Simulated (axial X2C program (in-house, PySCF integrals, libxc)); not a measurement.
# Ionising the radicals of a process plasma

Computed with an in-house relativistic program for diatomic molecules, spin-free (one-electron X2C) or two-component (2c: spin–orbit coupling with atomic mean-field Coulomb and Gaunt terms, which also bring small scalar terms), in Dyall basis sets with cores contracted in-house; open shells are unrestricted.

Level PBE0, 2c. Basis sets: B dyall-v3z, Br dyall-cv3z, C dyall-v3z, Cd dyall-cv3z, Cl dyall-av3z, Ge dyall-cv3z, H dyall-v3z, P dyall-v3z, Si dyall-v3z, Sn dyall-cv3z, W dyall-cv3z.

```tsv
species	state	ion state	adiabatic IE with zero-point terms (eV)	D0 (eV)	D0 of the ion (eV)
CdB	Ω = 1/2 (⟨Sz⟩ = -0.50, ⟨Lz⟩ = 1.00 at PBE0)	Ω = 0 (closed shell)	6.97	n/a	2.06
GeBr	Ω = 1/2 (⟨Sz⟩ = -0.50, ⟨Lz⟩ = 1.00 at PBE0)	Ω = 0 (closed shell)	7.30	n/a	n/a
SnC	Ω = 2 (⟨Sz⟩ = 1.00, ⟨Lz⟩ = 1.00 at PBE0)	Ω = 3/2 (⟨Sz⟩ = 1.49, ⟨Lz⟩ = 0.01 at PBE0)	7.69	n/a	n/a
Si₂	Ω = 1 (⟨Sz⟩ = 1.00, ⟨Lz⟩ = 0.00 at PBE0)	Ω = 3/2 (⟨Sz⟩ = 1.50, ⟨Lz⟩ = 0.00 at PBE0)	7.84	3.26	n/a
SiH	Ω = 1/2 (⟨Sz⟩ = -0.50, ⟨Lz⟩ = 1.00 at PBE0)	Ω = 0 (closed shell)	8.02	2.89	3.08
WP	Ω = 3/2 (⟨Sz⟩ = 1.49, ⟨Lz⟩ = 0.01 at PBE0)	Ω = 1 (⟨Sz⟩ = -0.98, ⟨Lz⟩ = 1.98 at PBE0)	8.03	n/a	n/a
GeB	Ω = 3/2 (⟨Sz⟩ = 1.50, ⟨Lz⟩ = 0.00 at PBE0)	Ω = 2 (⟨Sz⟩ = 1.00, ⟨Lz⟩ = 1.00 at PBE0)	8.71	n/a	n/a
CCl	Ω = 1/2 (⟨Sz⟩ = -0.50, ⟨Lz⟩ = 1.00 at PBE0)	Ω = 0 (closed shell)	9.02	4.21	6.70
PH	Ω = 1 (⟨Sz⟩ = 1.00, ⟨Lz⟩ = 0.00 at PBE0)	Ω = 1/2 (⟨Sz⟩ = -0.50, ⟨Lz⟩ = 1.00 at PBE0)	10.31	3.03	3.23
```

**Question.** Which of these can a metastable argon atom (³P2, 11.55 eV, NIST) ionise on energy grounds?

**Answer.** At PBE0, 2c, IE lies below 11.55 eV for CdB, GeBr, SnC, Si₂, SiH, WP, GeB, CCl, PH.

**Question.** Which of these can a metastable xenon atom (³P2, 8.32 eV, NIST) ionise on energy grounds?

**Answer.** At PBE0, 2c, IE lies below 8.32 eV for CdB, GeBr, SnC, Si₂, SiH, WP. Within the error of the method (some tenths of an eV) the answer is open for SiH, WP.

**Question.** Give the threshold for dissociative ionisation to the lowest fragments, IE + D0(ion).

**Answer.** At PBE0, 2c: CdB → Cd + B+: 9.03 eV; SiH → Si+ + H: 11.10 eV; CCl → Cl + C+: 15.72 eV; PH → P+ + H: 13.54 eV.

Each entry is the lowest single determinant of a limited PBE0 search at one distance. De goes to single-determinant-based atoms at the same level (for ions the charge split of lowest energy) and is withheld (n/a) where an atom does not fit its ground term or J level. Main or longest-lived isotopes. One determinant is a doubtful description, or other states lie close, for CdB, SnC, SnC⁺, Si₂, Si₂⁺, WP, WP⁺, GeB, GeB⁺, PH; these need not be ground states, and all values refer to the states named. Some open-shell Ω = 0 determinants are out of reach, so the Ω given for SnC, Si₂, GeB⁺, PH need not be the lowest component. With several unpaired electrons the Ω given is that of one determinant, not necessarily of the lowest component. Some light 2c atoms are not at their ground J level, so De misses part of their lowering (0.04 eV or less). The functionals have no current term, which raises determinants with orbital currents. Where the atoms have a lower orbital projection than the molecule, De at mean-field level may be about a tenth of an eV too small. These values were not checked against measured ones; errors of some tenths of an eV are usual, and D0 of doubtful transition-metal species is not given.
